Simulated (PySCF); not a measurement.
C3HF3. Atoms are numbered in the order given.

```xyz
7

C      0.0000     0.0000    -2.3375
C      0.0000     0.0000    -1.1304
C      0.0000     0.0000     0.3391
F      1.0829     0.6252     0.8217
F      0.0000    -1.2504     0.8217
F     -1.0829     0.6252     0.8217
H      0.0000     0.0000    -3.4126
```

Coordinates come from a B3LYP-D3(BJ)/def2-SVP optimisation.

These are PBE/pcSseg-1 in PySCF values and carry that method's errors.

GIAO shieldings, no solvent; atoms alike by connectivity are averaged. δ = σ(ref) − σ: ¹³C against TMS (σ = 182.0 ppm); ¹⁹F against CFCl3 (σ = 133.6 ppm); ¹H against TMS (σ = 31.49 ppm), references at their B3LYP-D3(BJ)/def2-TZVP geometries, non-relativistic.

```
nucleus       atoms  count  δ (ppm)
-------  ----------  -----  -------
¹³C              C3      1    127.4
¹³C              C1      1     79.7
¹³C              C2      1     75.8
¹⁹F      F4, F5, F6      3    -82.7
¹H               H7      1     2.68
```
